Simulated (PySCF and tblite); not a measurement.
The numbers below are computed, except where a source is named.
C4H9Br, numbered as in [CH3:1][CH2:2][CH2:3][CH2:4][Br:5].

Conformers came from 90 starts (ETKDG and KDG, MMFF94s, GFN2-xTB); geometries are GFN2-xTB. Free energies are TPSS-D3(BJ)/def2-TZVP (IEF-PCM, chloroform) single points with GFN2-xTB rigid-rotor and vibrational terms (modes under about 100 cm⁻¹ blended into free rotors). Symmetry numbers and mirror images are counted. Conformers within 2.5 kcal/mol (GFN2-xTB free energy) were kept, 6 at most. Codes: tblite and PySCF.

An NOE distance is ⟨r⁻⁶⟩^(−1/6) over all pairs of like atoms and, for the average, over conformers.

Torsions listed: C1–C2–C3–C4, C2–C3–C4–Br5. Of a mirror pair one member is shown.

```json
{"conformer": "1", "shape": "179°, 66°", "weight %": "35.9"}
{"conformer": "2", "shape": "180°, 180°", "weight %": "28.7"}
{"conformer": "3", "shape": "65°, 63°", "weight %": "19.7"}
{"conformer": "4", "shape": "-67°, -176°", "weight %": "15.2"}
```

Not shown: 1 more, 0.4 % in all.

(1) Which H–H contacts under 3.5 Å would NOEs report (pairs on one atom left out) at 298.15 K?

(2) In a model where alignment follows shape alone (order matrix 0.002 × (3G/tr G − 1)/2, G the second moments of the atom positions; splitting J + 2D), what are the one-bond C–H dipolar couplings D?

Results:

(1) 
```csv
pair,in 1 (Å),in 2 (Å),in 3 (Å),in 4 (Å),average (Å)
H1 ··· H2,2.60,2.60,2.60,2.60,2.60
H3 ··· H4,2.58,2.69,2.56,2.69,2.62
H2 ··· H3,2.68,2.68,2.55,2.55,2.63
H2 ··· H4,2.98,2.75,3.57,3.00,2.96
H1 ··· H3,2.90,2.89,3.16,3.16,2.97
H1 ··· H4,4.80,4.64,2.95,2.96,3.46
```

Longer pairs under the limit may be missing.

(2) H1 4.2 Hz (6.5 in conformer 1), H2 10.9 Hz (12.6 in conformer 1), H3 11.0 Hz (12.6 in conformer 1), H4 6.2 Hz (4.2 in conformer 1).
